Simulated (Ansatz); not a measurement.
GaCl₂F. The state is a singlet with charge 0. Geometry r2SCAN-D4/def2-SVP, basis def2-TZVP, Ansatz.

```xyz
4

Ga    0.016    0.031    0.061
Cl    0.910   -1.834   -0.376
Cl   -1.336    0.997   -1.247
F     0.411    0.807    1.563
```

```csv
run,HOMO (eV),LUMO (eV)
A,-8.08,-3.03
B,-12.16,0.07
C,-8.19,-2.91
D,-8.26,-3.05
E,-8.65,-2.77
F,-9.32,-2.46
```

HSE06 is defined as in plane-wave codes, on full-range PBE exchange.

The runs used BLYP, HSE06, PBE, r2SCAN, revPBE, ωB97X-V. Estimate which is which.

A BLYP (0 % exact exchange); B ωB97X-V (range-separated); C revPBE (0 % exact exchange); D PBE (0 % exact exchange); E r2SCAN (0 % exact exchange); F HSE06 (range-separated). Exact exchange lowers occupied and raises empty levels; among semilocal functionals meta-GGAs tend to open the gap a little, and such runs are hard to tell apart. The gap grows from 5.05 eV (BLYP) to 12.23 eV (ωB97X-V).
